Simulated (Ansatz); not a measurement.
C3H9MoNOS2, SMILES `C[O][Mo](=[S])(=[S])[N](C)C`, relaxed with RKS PBE-D4/def2-SVP in Ansatz from a rough embedded geometry. The force threshold is 0.03 eV/Å; the program also tests the step.

The species carries charge 0 and has multiplicity 1. Mo: def2 effective core potential.

Start:

```xyz
17

C     1.778    0.240    2.324
O     1.316    0.495    1.054
Mo   -0.600   -0.230    0.937
S    -1.829    0.940    1.910
S    -0.675   -2.152    1.657
N    -1.166   -0.254   -1.144
C    -1.037    1.129   -1.639
C    -0.181   -1.121   -1.870
H     0.880    0.468    3.029
H     2.605    0.841    2.583
H     1.970   -0.844    2.435
H    -1.791    1.760   -1.105
H    -0.077    1.528   -1.376
H    -1.307    1.202   -2.700
H    -0.293   -2.118   -1.473
H     0.817   -0.769   -1.672
H    -0.410   -1.115   -2.950
```

```csv
step,energy (eV),largest force (eV/Å),largest move (Å)
1,-30295.3618,9.105,0.000
2,-30297.0599,2.422,0.195
3,-30297.4648,0.856,0.194
4,-30297.6076,0.544,0.193
5,-30297.6883,0.365,0.200
6,-30297.7138,0.278,0.127
7,-30297.7279,0.149,0.078
8,-30297.7426,0.077,0.123
9 (rejected),-30297.7373,0.294,0.195
10,-30297.7489,0.028,0.080
11,-30297.7503,0.100,0.098
12,-30297.7516,0.022,0.009
```

End:

```xyz
17

C     1.767    0.239    2.723
O     1.121    0.216    1.470
Mo   -0.561   -0.318    0.843
S    -2.067    0.873    1.795
S    -0.842   -2.386    1.327
N    -0.574   -0.047   -1.071
C    -1.020    1.189   -1.709
C    -0.149   -1.064   -2.029
H     1.204    0.872    3.446
H     2.787    0.660    2.593
H     1.852   -0.789    3.142
H    -1.345    1.926   -0.952
H    -0.193    1.635   -2.307
H    -1.871    0.987   -2.399
H     0.166   -1.987   -1.508
H     0.705   -0.690   -2.637
H    -0.982   -1.316   -2.726
```

Run time 15 s (4 threads of an AMD EPYC 7R13 on a shared host and a share of an NVIDIA H100 80 GB); peak host memory 0.88 GiB.
